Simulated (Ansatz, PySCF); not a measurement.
C3H8N, SMILES CC[N]C, multiplicity 2. Atoms are numbered in the order given.

```xyz
12

C      1.8322     0.4497    -0.0437
C      0.5383    -0.3564    -0.0467
N     -0.6151     0.4784     0.1716
C     -1.8438    -0.2656     0.1710
H      2.7044    -0.2015    -0.2115
H      1.8089     1.2147    -0.8347
H      1.9603     0.9653     0.9203
H      0.4252    -0.9054    -1.0082
H      0.5752    -1.1525     0.7302
H     -2.7026     0.4009     0.3407
H     -1.8443    -1.0492     0.9580
H     -1.9952    -0.7981    -0.7918
```
Charge 0, spin multiplicity 2.

Geometry: TPSSh-D3(BJ)/def2-SVP. The isomer is the one that the SMILES or the coordinates give; other isomers of the formula were not compared. The values are those of a single conformer.

Two levels are set side by side: PBE-D3(BJ)/def2-SVP (Ansatz, a program for electronic structure) and TPSSh-D3(BJ)/def2-SVP (PySCF). Each level has its own optimised geometry; the coordinates shown are those of the second. Frequencies come from the Hessian of PySCF at each geometry. Differences are taken from unrounded values.

```csv
quantity,TPSSh-D3(BJ),PBE-D3(BJ),PBE-D3(BJ) minus TPSSh-D3(BJ)
mean bond length (Å),1.205,1.210,0.006
bond C1–C2 (Å),1.524,1.526,0.001
bond C2–N3 (Å),1.440,1.434,-0.007
bond N3–C4 (Å),1.436,1.430,-0.007
bond C1–H5 (Å),1.101,1.108,0.007
bond C1–H6 (Å),1.101,1.108,0.007
bond C1–H7 (Å),1.101,1.108,0.007
bond C2–H8 (Å),1.113,1.124,0.011
bond C2–H9 (Å),1.113,1.124,0.011
bond C4–H10 (Å),1.100,1.109,0.009
bond C4–H11 (Å),1.111,1.121,0.011
bond C4–H12 (Å),1.111,1.121,0.011
highest harmonic wavenumber (cm⁻¹),3131,3074,-57
mean harmonic wavenumber (cm⁻¹),1538,1491,-48
zero-point energy (kcal/mol),65.98,63.92,-2.05
```

Exact exchange shortens and stiffens bonds; PBE has none. Differences between two approximate levels are no errors against the true value.
